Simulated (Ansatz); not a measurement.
Relative stability

The two ends of one reaction step of Si$_{3}$H$_{7}$F, closed shell (PBE0-D4/def2-TZVP).

A:

| atom | x (Å) | y (Å) | z (Å) |
| --- | --- | --- | --- |
| Si1 | -1.3062 | -1.9464 | 0.4362 |
| Si2 | -0.5914 | 0.8450 | -0.8806 |
| F3 | 0.0105 | -1.1475 | -0.1496 |
| H4 | 0.1625 | 0.5342 | -2.1621 |
| Si5 | 1.3283 | 1.8471 | 0.0937 |
| H6 | -1.8500 | -1.1509 | 1.5532 |
| H7 | -2.2597 | -2.1124 | -0.6770 |
| H8 | -0.7532 | -3.2399 | 0.8934 |
| H9 | 1.4732 | 3.1879 | -0.5517 |
| H10 | 1.1837 | 2.0834 | 1.5592 |
| H11 | 2.6022 | 1.0996 | -0.1148 |

B:

Si1  (-1.518, -1.217, 0.328)
Si2  (0.274, -0.289, -0.866)
F3  (1.357, -1.440, -1.190)
H4  (-0.218, 0.236, -2.171)
Si5  (1.307, 1.440, 0.334)
H6  (-2.516, -0.138, 0.564)
H7  (-2.165, -2.319, -0.433)
H8  (-1.054, -1.737, 1.642)
H9  (0.291, 2.503, 0.566)
H10  (1.791, 0.944, 1.649)
H11  (2.451, 2.017, -0.422)
(Å)

Ansatz 0.2.0; basis: def2-TZVPP; cores frozen in the correlated methods. B3LYP uses VWN-RPA correlation.

Q: Which structure is lower at CCSD(T), and by how much? (An estimate is asked for; the value comes from the calculation.)

A: By the calculation: B, by 45.60 kcal/mol (electronic energy, against the other). By their contacts, A is a complex of Si₂H₄ ([SiH][SiH3]) + SiH₃F ([F][SiH3]) and B is Si₃H₇F ([F][SiH]([SiH3])[SiH3]).

All methods give the same order:

```
      method  E(B) − E(A) (kcal/mol)
       SPW92                  -47.99
      PBE-D4                  -47.12
     BLYP-D4                  -42.88
   r2SCAN-D4                  -49.39
      B97M-V                  -46.33
     PBE0-D4                  -49.14
    B3LYP-D4                  -45.03
  r2SCAN0-D4                  -50.00
    BHLYP-D4                  -46.68
CAM-B3LYP-D4                  -46.14
     wB97X-V                  -48.60
     wB97M-V                  -43.24
      B2PLYP                  -45.94
    PBE-QIDH                  -49.91
  RPA on PBE                  -43.04
          HF                  -46.87
         MP2                  -47.25
        CCSD                  -45.73
     CCSD(T)                  -45.60
```

No T1 diagnostic of these runs exceeds 0.014.

Labels in which every atom is bracketed show which atoms are joined, not bond orders.

For scale, one of the runs: CCSD(T)/def2-TZVPP, 255 basis functions, launched by `ansatz run in.yaml --threads 4 --pin off --events-out ev --progress --plain --max-ram 9574MiB`. The run took 2.1 min on 4 CPU threads of an Intel Xeon (shared host), with 5.1 GiB of host memory at its peak.
